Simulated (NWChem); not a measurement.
Program: NWChem. System: CHBrCl₂, charge 0, spin multiplicity 1, at a geometry optimised with PBE/def2-SVP. The structure started from a generated list of species. Level: MP2/def2-TZVP, 20 core orbitals frozen.

NWChem printed:

```
             Northwest Computational Chemistry Package (NWChem) 7.3.0
             --------------------------------------------------------

                                NWChem Input Module
                                -------------------

 Scaling coordinates for geometry "geometry" by  1.889725989
 (inverse scale =  0.529177249)

 Turning off AUTOSYM since
 SYMMETRY directive was detected!

                             Geometry "geometry" -> ""
                             -------------------------

 Output coordinates in angstroms (scale by  1.889725989 to convert to a.u.)

  No.       Tag          Charge          X              Y              Z
 ---- ---------------- ---------- -------------- -------------- --------------
    1 Cl                  17.0000     1.32615400    -0.10518000    -1.47239100
    2 C                    6.0000     0.51089100     0.46714700     0.00000000
    3 Cl                  17.0000     1.32615400    -0.10518000     1.47239100
    4 Br                  35.0000    -1.39125000    -0.02274400     0.00000000
    5 H                    1.0000     0.53916800     1.56926500     0.00000000

 Effective nuclear repulsion energy (a.u.)     390.8034459320

            Nuclear Dipole moment (a.u.)
            ----------------------------
        X                 Y               Z
 ---------------- ---------------- ----------------
     0.0000000000    -0.0000245664     0.0000000000

      Symmetry information
      --------------------

 Group name             Cs
 Group number              2
 Group order               2
 No. of unique centers     4

      Symmetry unique atoms

     1    2    4    5


 Summary of "ao basis" -> "" (spherical)
 ------------------------------------------------------------------------------
       Tag                 Description            Shells   Functions and Types
 ---------------- ------------------------------  ------  ---------------------
 *                         def2-tzvp                  on all atoms

 Summary of "ao basis" -> "ao basis" (spherical)
 ------------------------------------------------------------------------------
       Tag                 Description            Shells   Functions and Types
 ---------------- ------------------------------  ------  ---------------------
 Cl                        def2-tzvp                13       37   5s5p2d1f
 C                         def2-tzvp                11       31   5s3p2d1f
 Br                        def2-tzvp                16       48   6s5p4d1f
[...]
    1 Cl  17    17.07   2.01  0.45  1.52  1.10  0.84  4.18  1.69  1.07  2.80  1.35  0.02  0.04  0.01
    2 C    6     5.96   0.85  1.12  0.48  0.79 -0.08  1.06  1.40  0.11  0.02  0.19  0.01
    3 Cl  17    17.07   2.01  0.45  1.52  1.10  0.84  4.18  1.69  1.07  2.80  1.35  0.02  0.04  0.01
    4 Br  35    35.06   2.00  2.00  1.16  0.78  1.01  0.98  6.00  5.94  1.24  2.75  1.16  8.99  1.02 -0.00  0.05  0.01
    5 H    1     0.84   0.26  0.47  0.08  0.02

       Multipole analysis of the density wrt the origin
       ------------------------------------------------

     L   x y z        total         open         nuclear
     -   - - -        -----         ----         -------
     0   0 0 0     -0.000000      0.000000     76.000000

     1   1 0 0      0.027032      0.000000      0.000000
     1   0 1 0      0.465893      0.000000     -0.000025
     1   0 0 1      0.000000      0.000000      0.000000

     2   2 0 0    -37.102609      0.000000    462.085759
     2   1 1 0      0.652986      0.000000     -4.845686
     2   1 0 1      0.000000      0.000000      0.000000
     2   0 2 0    -35.710066      0.000000     14.877740
     2   0 1 1     -0.000000      0.000000      0.000000
     2   0 0 2    -37.546393      0.000000    263.222432

                   NWChem MP2 Semi-direct Energy/Gradient Module
                   ---------------------------------------------

  Basis functions       =    159
  Molecular orbitals    =    159
  Frozen core           =     20
  Frozen virtuals       =      0
  Active alpha occupied =     18
  Active beta occupied  =     18
  Active alpha virtual  =    121
  Active beta virtual   =    121
  Use MO symmetry       = T
  Use skeleton AO sym   = T

  AO/Fock/Back tols     =   1.0D-09  1.0D-09  1.0D-09

 GA uses MA = F    GA memory limited = T

 Available:
  local mem=  1.15D+08
 global mem=  1.31D+08
 local disk=  0.00D+00
  mp2_memr nvloc                   121
  nvloc new                   121
   1 passes of  18:        5242880                     160429                  89638770.
   1 passes of  18: M    114670629           G      131021438           F     109427749.

 Semi-direct pass number   1 of   1  for RHF alpha+beta  at       13.4s
  vrange nnbf                 12099
  mp2_eaftype                   341  avail_ma_in_mb                   999
 EAF : mp2_eaftype filesize         341   44819385.
  mp2_eaf for mointskh                    341
Node 0 wrote    210.8 Mb in      0.1 s     Agg I/O rate:  2096.4 Mb/s
 Done moints_semi at       35.0s
  mp2_eaftype                   341  avail_ma_in_mb                   658
 EAF : mp2_eaftype filesize         341   44819385.
  mp2_eaf for kh                   341
 Done maket at       35.8s
 Done multipass loop at       35.8s

          -------------------------------------------
          SCF energy               -3529.879152384307
          Correlation energy          -0.817558339211
          Singlet pairs               -0.482575289483
          Triplet pairs               -0.334983049728
          Total MP2 energy         -3530.696710723519
          -------------------------------------------

          ---------------------------------------------------
                    Spin Component Scaled (SCS) MP2
          Same spin pairs                     -0.223322033152
          Same spin scaling factor             0.333333333333
          Opposite spin pairs                 -0.594236306059
          Opposite spin scaling fact.          1.200000000000
          SCS-MP2 correlation energy          -0.787524244988
          Total SCS-MP2 energy             -3530.666676629296
          ---------------------------------------------------

 -----------------------
 Performance information
 -----------------------

 Timer overhead =  1.92D-07 seconds/call

               Nr. of calls         CPU time (s)                 Wall time (s)                GFlops
             ---------------    -------------------     ------------------------------   -------------------
Name         Min   Avg   Max    Min     Avg     Max     Min     Avg     Max   Mx/calls   Min     Max     Sum
mp2: moin     1     1     1    22.     22.     22.      22.     22.     22.     22.      0.0     0.0     0.0
mp2: make     1     1     1   0.83    0.83    0.83     0.83    0.83    0.83    0.83      0.0     0.0     0.0
mp2: tota     1     1     1    22.     22.     22.      22.     22.     22.     22.      0.0     0.0     0.0

 The average no. of pstat calls per process was 3.00D+00
 with a timing overhead of 5.76D-07s

 Task  times  cpu:       35.8s     wall:       35.8s

 Total times  cpu:       35.8s     wall:       35.8s
```

Write an NWChem input that would produce this output.

One answer among several that fit: 
```
start mol
memory heap 200 mb stack 800 mb global 1000 mb
geometry units angstroms nocenter noautoz
  Cl     1.326154    -0.105180    -1.472391
  C      0.510891     0.467147     0.000000
  Cl     1.326154    -0.105180     1.472391
  Br    -1.391250    -0.022744     0.000000
  H      0.539168     1.569265     0.000000
  symmetry group Cs
end
basis spherical
  * library def2-tzvp
end
scf
  rhf
  nopen 0
  maxiter 100
  thresh 1e-7
  semidirect memsize 60000000 filesize 0
end
mp2
  freeze core 20
end
task mp2 energy
```
